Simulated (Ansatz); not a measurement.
All values below come from frozen-core CCSD(T)/cc-pVTZ // B3LYP-D3(BJ)/def2-TZVP (Ansatz, a quantum-chemistry and plane-wave program).

Ansatz 0.2 input:
```yaml
crystal:
  periodic: [false, false, false]
  atoms:
    - { symbol: B, position_ang: [1.923292, -0.053545, 0.445928] }
    - { symbol: B, position_ang: [0.621069, -0.97844, 0.082866] }
    - { symbol: C, position_ang: [-0.840862, -0.51254, -0.233132] }
    - { symbol: C, position_ang: [-1.143918, 0.98788, -0.199026] }
    - { symbol: H, position_ang: [2.673474, 0.351383, -0.394387] }
    - { symbol: H, position_ang: [2.213311, 0.226837, 1.572915] }
    - { symbol: H, position_ang: [0.81148, -2.168253, 0.052331] }
    - { symbol: H, position_ang: [-1.09984, -0.936216, -1.214617] }
    - { symbol: H, position_ang: [-1.505358, -1.05677, 0.453375] }
    - { symbol: H, position_ang: [-0.938387, 1.407548, 0.788339] }
    - { symbol: H, position_ang: [-0.526001, 1.529719, -0.918689] }
    - { symbol: H, position_ang: [-2.188259, 1.202397, -0.435903] }
basis:
  gaussian: { orbitals: cc-pVTZ }
correlation:
  method: ccsd_t
```

Output:

```
Functional definition: HF
1295 factors; integrals over basis functions are off by at most 1.3e-3 eV
mean field evaluation 1: about -3527.9735 eV, gradient 3.1e1 eV
mean field evaluation 2: about -3527.9719 eV, gradient 3.1e1 eV
mean field evaluation 4: about -3530.8710 eV, gradient 3.5e0 eV
mean field evaluation 8: about -3530.9205 eV, gradient 2.3e-4 eV
mean field evaluation 16: about -3530.9191 eV, gradient 4.3e-1 eV
mean field -3530.92054480 eV, -129.7589366774 hartree, gradient 2.3e-6 eV, S^2 0.000000; 0 other end points of the search recorded, 0 dependent functions left out
4 core orbitals not correlated
reference -3530.92054480 eV, -129.7589366774 hartree; 11, 11 occupied and 217, 217 virtual orbitals, 1295 factors
second order -15.06836830 eV of doubles, -0.00000000 eV of singles
cycle   1  -16.08420113 eV  change    -1.0e0 eV  update   8.1e-2
cycle   2  -16.52512684 eV  change   -4.4e-1 eV  update   2.4e-2
cycle   3  -16.57608123 eV  change   -5.1e-2 eV  update   9.7e-3
cycle   4  -16.57153185 eV  change    4.5e-3 eV  update   3.1e-3
cycle   5  -16.57105086 eV  change    4.8e-4 eV  update   1.4e-3
cycle   6  -16.57088082 eV  change    1.7e-4 eV  update   5.0e-4
cycle   7  -16.57080707 eV  change    7.4e-5 eV  update   1.5e-4
cycle   8  -16.57083734 eV  change   -3.0e-5 eV  update   5.8e-5
cycle   9  -16.57084035 eV  change   -3.0e-6 eV  update   2.2e-5
perturbative correction -0.59274102 eV, -0.0217828308 hartree
Total energy: -3548.08412617 eV, -130.3896866590 hartree
```

Cost: around 70 core-seconds (rough).
